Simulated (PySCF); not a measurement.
Broadened absorption spectrum of C4H9BN2

Species: C4H9BN2.
Cartesian coordinates in Å at the PBE0-D3(BJ)/def2-SVP level; atoms count from 1:
```xyz
16
C4H9BN2 angstrom
C      2.1553   -0.0232    0.2330
C      1.0700   -0.7395    0.5708
N     -0.2274   -0.4912    0.1924
B     -1.4107   -1.2298    0.5146
N     -2.4987   -0.5950   -0.1047
C     -2.0900    0.5908   -0.8321
C     -0.5557    0.6386   -0.6602
H      2.1038    0.8625   -0.4034
H      3.1368   -0.3241    0.5998
H      1.1718   -1.6223    1.2103
H     -1.4429   -2.2205    1.1976
H     -3.4739   -0.8465   -0.0611
H     -2.5631    1.5030   -0.4271
H     -2.3678    0.5357   -1.8993
H     -0.0295    0.5564   -1.6283
H     -0.2206    1.5839   -0.1978
```

Computed with TDDFT wB97X-D/def2-SVPD, vertical, gas phase, core orbitals frozen in the response in PySCF.

Broadening: Gaussians 0.3 eV wide at half height, area fixed by f = 4.319×10⁻⁹ ∫ε dν̃. The width is an assumption, not a result. The curve ends short of the highest state used, and states not computed would add to its high-energy end.

(λ (nm), ε (L mol⁻¹ cm⁻¹)): (170.3, 1287), (172.4, 1852), (174.5, 1878), (176.7, 1740), (178.8, 2676), (181.0, 5206), (183.1, 7499), (185.3, 7643), (187.4, 5795), (189.6, 3645), (191.7, 2350), (193.9, 1570), (196.0, 1189), (198.2, 1761), (200.3, 4654), (202.5, 11981), (204.6, 23203), (206.8, 35709), (208.9, 42573), (211.1, 40679), (213.2, 31807), (215.4, 20252), (217.5, 11140), (219.7, 5103), (221.8, 2128), (224.0, 756), (226.1, 255), (228.2, 78), (230.4, 21), (232.5, 5)

Question: Locate the maxima and give the states behind the curve.

Answer: 210 nm (5.92 eV), ε about 43000, made up of S2 (97%); 184 nm (6.73 eV), ε about 7900, made up of S5 (96%); 173 nm (7.15 eV), ε about 1900, made up of S6 (91%) (ε in L mol⁻¹ cm⁻¹; maxima over ε = 5, shares over 10%). The states used: S1 5.78 eV (f 0.024); S2 5.92 eV (f 0.465); S3 6.45 eV (f 0.016); S4 6.64 eV (f 0.0020); S5 6.73 eV (f 0.085); S6 7.14 eV (f 0.020); S7 7.29 eV (f 0.0030); S8 7.54 eV (f 0.0024); S9 7.76 eV (f 0.0067); S10 7.88 eV (f 0.0015).

Question: On this curve, what absorbance would a 10⁻⁵ mol/L sample give at 193 nm over a 1 cm path?

Answer: 193 nm is 6.424 eV, where ε is about 1800 L mol⁻¹ cm⁻¹, so A = ε c l ≈ 0.018 (Beer–Lambert, with the gas-phase spectrum and the assumed width).

Question: What would ε be at 5.92 eV, the highest of these maxima, with half the width (0.15 eV)?

Answer: About 84000 L mol⁻¹ cm⁻¹ against 43000, a factor of about 1.95; a lone state at its own centre would give exactly 2.

Question: Coming from long wavelengths, where does ε first pass 100 L mol⁻¹ cm⁻¹?

Answer: At about 228 nm (5.44 eV), 0.34 eV below S1.

The vertical ionisation energy is 7.66 eV (ΔSCF), so S9 and higher lie in the continuum; a finite Gaussian basis only mimics such states.

One conformer stands for the species.
